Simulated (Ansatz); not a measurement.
Correlation energies of C2H10AlNSi by basis set

```xyz
15

Al    1.555   -0.463   -0.581
C     1.196   -0.594    1.379
C    -0.232   -0.119    1.132
N    -0.196    0.611   -0.188
Si   -1.614    0.517   -1.239
H     1.074   -1.677   -1.507
H     2.636    0.564   -1.159
H     1.758    0.131    1.973
H     1.235   -1.556    1.889
H    -0.903   -0.973    1.001
H    -0.672    0.526    1.899
H     0.115    1.567   -0.042
H    -2.784    1.189   -0.612
H    -1.264    1.197   -2.508
H    -1.904   -0.919   -1.438
```

Total charge 0; spin multiplicity 1. The bonds changed during the relaxation, so this is another structure than the one it started from. All single points use the PBE0-D4/def2-TZVP geometry. It is one conformer, not always the lowest. Frozen core, restricted reference, Ansatz 0.2.0. CBS rows extrapolate triple and quadruple zeta; past MP2 they add the triple-zeta difference.

```csv
basis,HF (Eh),MP2 corr.
def2-SVP,-666.60426,-0.63099
def2-TZVPP,-666.94266,-0.77964
def2-QZVPP,-666.96563,-0.83144
```

Task: Estimate the CCSD correlation energy and the (T) correction in each basis where they were run (hartree).

Result: 
| basis | CCSD corr. | (T) |
| --- | --- | --- |
| def2-SVP | -0.70149 | -0.01996 |
| def2-TZVPP | -0.84216 | -0.03185 |
| CBS(def2) | -0.93233 | as TZ |
